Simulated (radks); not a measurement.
All-electron atom: the indium ion In7+ in [Ar] 3d10 4s2 4p5 4d7 (not the ground configuration). Calculated with a radial shooting solver on a logarithmic mesh with Libxc functionals: scalar-relativistic Kohn-Sham, BLYP, spin-polarised, spherical densities, finite nucleus; open shells are filled with parallel spins first (spin-orbit coupling, left out, can overturn this in heavy ions); Fermi nuclear charge, rms radius 4.6156 fm.

Radial electron density D(r) = 4 pi r^2 rho(r):

| r (bohr) | D(r) (e/bohr) | spin D(r) |
|---|---|---|
| 0.003256 | 10.56 | -0.000134 |
| 0.004207 | 15.52 | -0.000136 |
| 0.005434 | 22.20 | -0.0000405 |
| 0.007019 | 30.65 | 0.000328 |
| 0.009067 | 40.49 | 0.00138 |
| 0.01181 | 50.83 | 0.00412 |
| 0.01525 | 58.99 | 0.0103 |
| 0.0197 | 62.93 | 0.0231 |
| 0.02545 | 61.50 | 0.0477 |
| 0.03287 | 56.74 | 0.0896 |
| 0.04246 | 54.41 | 0.151 |
| 0.05485 | 60.33 | 0.223 |
| 0.07142 | 73.27 | 0.290 |
| 0.09226 | 80.38 | 0.354 |
| 0.1192 | 72.20 | 0.509 |
| 0.154 | 57.78 | 0.890 |
| 0.1989 | 56.41 | 1.37 |
| 0.2569 | 64.83 | 1.34 |
| 0.3345 | 57.31 | 0.433 |
| 0.4321 | 33.36 | 0.0508 |
| 0.5582 | 19.19 | 1.82 |
| 0.721 | 19.80 | 4.53 |
| 0.9314 | 17.91 | 5.01 |
| 1.203 | 9.649 | 3.02 |
| 1.567 | 2.863 | 0.975 |
| 2.024 | 0.4820 | 0.169 |
| 2.614 | 0.03944 | 0.0133 |
| 3.377 | 0.001178 | 0.000355 |

D(r) has 4 maxima, at r = 0.0208, 0.0923, 0.272, 0.781 bohr, and minima at 0.0411, 0.178, 0.605 bohr, inside which lie 2.01, 11.17, 29.11 electrons.
